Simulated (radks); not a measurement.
Q: All-electron atom: Br2+ in [Ar] 3d10 4s2 4p3. All-electron calculation, Dirac Kohn-Sham, PBE, spin-unpolarised, spherical densities, finite nucleus; open shells are shared between the two j in proportion to 2j + 1; Fermi nuclear charge, rms radius 4.1629 fm. Program: a radial shooting solver on a logarithmic mesh with Libxc functionals.

Spin-orbit splittings of the eigenvalues, e(l+1/2) - e(l-1/2), with zeta = 2 splitting/(2l+1) and mean radii in bohr:

| shell | occ. | splitting (eV) | zeta (eV) | <r> j=l-1/2 | <r> j=l+1/2 |
|---|---|---|---|---|---|
| 2p | 6 | ? | ? | 0.1627 | 0.1666 |
| 3p | 6 | 6.840 | 4.560 | 0.5567 | 0.5672 |
| 3d | 10 | 1.088 | 0.4353 | 0.5865 | 0.5905 |
| 4p | 3 | 0.6483 | 0.4322 | 1.833 | 1.864 |
| 4d | 0 | 0.04487 | 0.01795 | 2.917 | 2.929 |

Estimate the 2p splitting.

A: 47.51 eV (zeta = 31.67 eV).
